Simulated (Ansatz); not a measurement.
Gas-phase reaction in SMILES: [CH2][GeH]([CH3])[CH3] → [CH2-][GeH]([CH3])[CH3] (an electron is taken up)
Geometries: B3LYP-D3(BJ)/def2-TZVP minima from Ansatz (a quantum-chemistry and plane-wave program), one conformer each, not searched for the lowest.
Geometry of the first species:
SMILES: [CH2][GeH]([CH3])[CH3]
```xyz
13

C      1.7644    -0.2080    -0.6727
Ge     0.0895     0.0467     0.2605
C     -0.8971     1.5801    -0.4958
C     -1.0092    -1.5772     0.0980
H      2.6758     0.3051    -0.3893
H      1.8469    -0.8550    -1.5389
H      0.3921     0.3411     1.7489
H     -1.1232     1.3961    -1.5462
H     -1.8329     1.7247     0.0452
H     -0.3041     2.4911    -0.4211
H     -0.5003    -2.4327     0.5409
H     -1.9662    -1.4408     0.6020
H     -1.2001    -1.7924    -0.9542
```
Charge 0, spin multiplicity 2.

Wanted: adiabatic electron affinity (electronic energy difference), positive where the reaction releases energy, in eV. Valence correlation only, unless marked. Open shells are spin-unrestricted. Spin-orbit coupling is left out. The frozen core is the preceding noble-gas configuration, with the filled d and f shells of earlier blocks. No relativistic terms. Anions need diffuse functions: aug- sets have them; def2-D sets add few; the other sets have none. CBS(X,Y): correlation extrapolated as X^-3; Hartree-Fock from the larger set. The bracket is a focal-point correction in the basis named.

```
level                           program  adiabatic electron affinity (eV)
-----------------------  --------------  --------------------------------
HF/aug-cc-pVQZ                   Ansatz                             -0.78
SVWN5/def2-TZVPD                 Ansatz                              1.07
PBE-D3(BJ)/def2-TZVPD    Ansatz + dftd3                              0.80
BLYP-D4/def2-TZVPD       Ansatz + dftd4                              0.83
r2SCAN/def2-TZVPD                Ansatz                              0.56
PBE0-D3(BJ)/def2-TZVPD   Ansatz + dftd3                              0.60
HSE06-D3(BJ)/def2-TZVPD  Ansatz + dftd3                              0.61
```

Question: What does RI-MP2/CBS(aug-cc-pVTZ,aug-cc-pVQZ)+[CCSD(T)-MP2]/aug-cc-pVTZ (Ansatz) give?

Answer: 0.86 eV
